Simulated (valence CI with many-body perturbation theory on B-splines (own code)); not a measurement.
Energy levels of Cs⁴²⁺

Computed by relativistic CI+MBPT: three valence electrons over a frozen Dirac-Fock core [Ne], radial functions for each j: 11 s, 11 p, 10 d, 8 f, 5 g, 2 h, with the one-electron correlation potential Σ1 (screened to all orders), the two-electron term Σ2, the three-electron term Σ3, Breit, model QED; selected single and double excitations, second order for the rest, scaled by the run's own slope (own B-spline code, finite nucleus).

No measured spectrum was set against this ion. As an estimate, large intervals hold to a few tenths of a per cent, small ones and those within an open d or f shell to about a per cent.

Levels 1 to 45 of 156, with energies above the lowest level, (3s^2 3p1/2) J=1/2. "Leading %" is the weight of the configuration and term that name the level; weights of strongly mixed levels are sums over their largest components and can fall short. In the jj column 3d3/2^4 stands for four electrons in 3d with j = 3/2.

```tsv
No.	Configuration	Term	J	E (× 10³ cm⁻¹)	Leading %	Leading jj	g	Second component
1	3s²3p	²P°	1/2	0.00	99	3s^2 3p1/2 (99 %)	0.657	
2	3s²3p	²P°	3/2	725.62	98	3s^2 3p3/2 (98 %)	1.327	
3	3s3p²	⁴P	1/2	841.99	65	3s 3p1/2^2 (95 %)	2.288	25 % 3s3p² ²S
4	3s3p²	⁴P	3/2	1421.6	92	3s 3p1/2 3p3/2 (98 %)	1.667	5 % 3s3p² ²D
5	3s3p²	²D	5/2	1514.5	52	3s 3p1/2 3p3/2 (95 %)	1.374	45 % 3s3p² ⁴P
6	3s3p²	²D	3/2	1641.6	62	3s 3p1/2 3p3/2 (83 %)	0.933	22 % 3s3p² ²P
7	3s3p²	²P	1/2	1707.2	71	3s 3p1/2 3p3/2 (93 %)	1.187	23 % 3s3p² ⁴P
8	3s²3d	²D	3/2	2007.2	83	3s^2 3d3/2 (83 %)	0.843	9 % 3s3p² ²P
9	3s²3d	²D	5/2	2077.7	65	3s^2 3d5/2 (65 %)	1.296	26 % 3s3p² ⁴P
10	3s3p²	²D	5/2	2288.7	39	3s 3p3/2^2 (64 %)	1.310	31 % 3s²3d ²D
11	3s3p²	²S	1/2	2436.9	69	3s 3p3/2^2 (97 %)	1.840	17 % 3s3p² ²P
12	3s3p²	²P	3/2	2477.0	66	3s 3p3/2^2 (95 %)	1.198	26 % 3s3p² ²D
13	3p³	²P°	3/2	2497.5	35	3p1/2^2 3p3/2 (79 %)	1.237	25 % 3p³ ²D°
14	3s3p3d	⁴F°	3/2	2610.2	78	3s 3p1/2 3d3/2 (90 %)	0.536	12 % 3s3p3d ²D°
15	3s3p3d	⁴F°	5/2	2674.0	54	3s 3p1/2 3d3/2 (91 %)	1.050	18 % 3s3p3d ²D°
16	3s3p3d	⁴D°	1/2	2818.0	68	3s 3p1/2 3d3/2 (95 %)	0.349	24 % 3s3p3d ²P°
17	3s3p3d	⁴D°	3/2	2828.8	46	3s 3p1/2 3d3/2 (78 %)	1.326	25 % 3s3p3d ⁴P°
18	3s3p3d	⁴P°	5/2	2850.1	36	3s 3p1/2 3d5/2 (95 %)	1.336	26 % 3s3p3d ⁴D°
19	3s3p3d	⁴F°	7/2	2902.7	57	3s 3p1/2 3d5/2 (92 %)	1.255	22 % 3s3p3d ⁴D°
20	3s3p3d	²F°	5/2	2963.5	37	3s 3p1/2 3d5/2 (86 %)	1.109	16 % 3s3p3d ⁴P°
21	3s3p3d	²D°	3/2	2975.4	38	3s 3p1/2 3d5/2 (56 %)	1.229	25 % 3p³ ⁴S°
22	3p³	²D°	5/2	3217.0	64	3p1/2 3p3/2^2 (64 %)	1.102	28 % 3s3p3d ²F°
23	3p³	²D°	3/2	3262.4	43	3p1/2 3p3/2^2 (71 %)	1.259	30 % 3p³ ⁴S°
24	3p³	²P°	1/2	3301.6	84	3p1/2 3p3/2^2 (84 %)	0.665	15 % 3s3p3d ²P°
25	3s3p3d	⁴P°	3/2	3421.9	41	3s 3p3/2 3d3/2 (97 %)	1.357	41 % 3s3p3d ⁴D°
26	3s3p3d	⁴D°	5/2	3425.4	53	3s 3p3/2 3d3/2 (83 %)	1.279	17 % 3s3p3d ⁴F°
27	3s3p3d	⁴P°	1/2	3428.6	87	3s 3p3/2 3d3/2 (97 %)	2.329	12 % 3s3p3d ⁴D°
28	3s3p3d	⁴D°	7/2	3443.5	48	3s 3p3/2 3d3/2 (71 %)	1.307	35 % 3s3p3d ⁴F°
29	3s3p3d	⁴F°	9/2	3469.4	100	3s 3p3/2 3d5/2 (100 %)	1.327	
30	3s3p3d	²D°	3/2	3565.6	57	3s 3p3/2 3d5/2 (55 %)	1.057	26 % 3s3p3d ⁴P°
31	3s3p3d	²D°	5/2	3603.8	48	3s 3p3/2 3d5/2 (94 %)	1.334	36 % 3s3p3d ⁴P°
32	3p²3d	⁴F	3/2	3662.9	40	3p1/2^2 3d3/2 (98 %)	0.754	26 % 3p²3d ²D
33	3s3p3d	²D°	3/2	3668.4	43	3s 3p3/2 3d3/2 (45 %)	1.152	32 % 3s3p3d ²P°
34	3s3p3d	²F°	7/2	3679.9	86	3s 3p3/2 3d5/2 (78 %)	1.173	12 % 3s3p3d ⁴D°
35	3s3p3d	²F°	5/2	3699.6	74	3s 3p3/2 3d3/2 (90 %)	0.932	9 % 3s3p3d ²D°
36	3s3p3d	²P°	1/2	3715.4	75	3s 3p3/2 3d3/2 (78 %)	0.612	18 % 3s3p3d ⁴D°
37	3s3p3d	²F°	7/2	3772.9	76	3s 3p3/2 3d5/2 (92 %)	1.191	17 % 3s3p3d ⁴D°
38	3s3p3d	²P°	1/2	3836.6	84	3s 3p3/2 3d5/2 (76 %)	0.676	12 % 3p³ ²P°
39	3s3p3d	²P°	3/2	3884.7	82	3s 3p3/2 3d5/2 (95 %)	1.303	6 % 3s3p3d ²D°
40	3p²3d	²D	5/2	3885.7	25	3p1/2^2 3d5/2 (93 %)	1.192	24 % 3p²3d ⁴D
41	3s3p3d	²D°	5/2	3899.7	64	3s 3p3/2 3d5/2 (88 %)	1.121	19 % 3s3p3d ²F°
42	3p³	²P°	3/2	4127.7	43	3p3/2^3 (80 %)	1.213	26 % 3p³ ²D°
43	3p²3d	²F	5/2	4249.7	55	3p1/2 3p3/2 3d3/2 (90 %)	0.927	34 % 3p²3d ⁴F
44	3p²3d	⁴F	3/2	4294.4	38	3p1/2 3p3/2 3d3/2 (96 %)	0.941	31 % 3p²3d ²P
45	3p²3d	⁴D	1/2	4310.3	82	3p1/2 3p3/2 3d3/2 (99 %)	0.157	16 % 3p²3d ²P
```

The ionisation energy to 3s² ¹S0 of the next ion comes out as 3215 eV (NIST: 3214 ± 4 eV (theoretical)). All 156 levels together are meant to be complete up to 12699 × 10³ cm⁻¹.
